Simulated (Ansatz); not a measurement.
Consider the ligand exchange at the Si–N bond: `[SiH3][N]([SiH3])[GeH3]` + `O[Si]S` → `[SiH3]O[Si]S` + `[SiH3][NH][GeH3]`.

Calculated with Ansatz (gas phase, PBE0-D4/def2-TZVP geometries, no zero-point term in ΔE). CCSD(T)/CBS adds triple-zeta CCSD(T) − MP2 to the extrapolated MP2 energy (def2 sets, frozen cores). This one scheme is used for every species. For Ge outer-core shells are correlated without core-valence functions, which leaves a few kJ/mol of doubt a bond. Scalar relativity is left out up to krypton. Each species was taken in one conformer, which may not be the lowest.

`[SiH3][N]([SiH3])[GeH3]`:

Z-matrix (Å, degrees):
```
Si
N 1 1.728
H 1 1.490 2 112.2
H 1 1.486 2 108.7 3 120.3
H 1 1.489 2 110.2 3 -119.4
Si 2 1.728 1 124.1 3 -105.9
Ge 2 1.858 1 118.0 3 70.0
H 6 1.485 2 109.8 1 -28.4
H 6 1.490 2 112.6 1 92.6
H 6 1.489 2 108.7 1 -148.5
H 7 1.537 2 108.4 1 -137.7
H 7 1.537 2 109.6 1 102.0
H 7 1.537 2 107.2 1 -18.0
```

`O[Si]S`:

Cartesian coordinates in Å:
```
O -0.896 -1.006 0.390
Si -1.149 0.182 -0.721
S 0.712 1.310 -0.733
H -0.073 -1.102 0.877
H 1.406 0.616 0.188
```

`[SiH3]O[Si]S`:

Cartesian coordinates in Å:
```
Si 0.448 0.820 1.092
O -0.027 -0.028 -0.240
Si -0.063 0.067 -1.885
S -0.992 -1.825 -2.355
H 1.449 0.014 1.831
H 1.046 2.119 0.689
H -0.739 1.059 1.947
H -1.122 -2.225 -1.078
```

`[SiH3][NH][GeH3]`:

Z-matrix (Å, degrees):
```
Si
N 1 1.718
H 1 1.489 2 110.3
H 1 1.486 2 107.3 3 119.9
H 1 1.492 2 114.2 3 -120.6
Ge 2 1.839 1 127.5 3 -145.3
H 2 1.009 1 117.0 3 48.6
H 6 1.538 2 108.4 1 146.5
H 6 1.534 2 106.7 1 26.5
H 6 1.543 2 111.7 1 -93.5
```

```json
{"species": "`[SiH3][N]([SiH3])[GeH3]`", "CCSD(T)/CBS(def2) energy (Eh)": "-2714.42311"}
{"species": "`O[Si]S`", "CCSD(T)/CBS(def2) energy (Eh)": "-763.27025"}
{"species": "`[SiH3]O[Si]S`", "CCSD(T)/CBS(def2) energy (Eh)": "-1053.58849"}
{"species": "`[SiH3][NH][GeH3]`", "CCSD(T)/CBS(def2) energy (Eh)": "-2424.11992"}
```

(1) Work out ΔE.

Largest T1 diagnostic among the species: 0.015.

Answers

(1) ΔE = (-1053.58849) + (-2424.11992) − (-2714.42311) − (-763.27025) = -0.01505 Eh = -39.5 kJ/mol.

At CCSD(T), def2-SVP lies −4.1 kJ/mol from the extrapolated value and def2-TZVPP −0.9 kJ/mol. In def2-TZVPP, CCSD(T) changes the Hartree–Fock value by +20.6 kJ/mol (the triples alone add +3.0 kJ/mol) and MP2 by +21.8 kJ/mol.
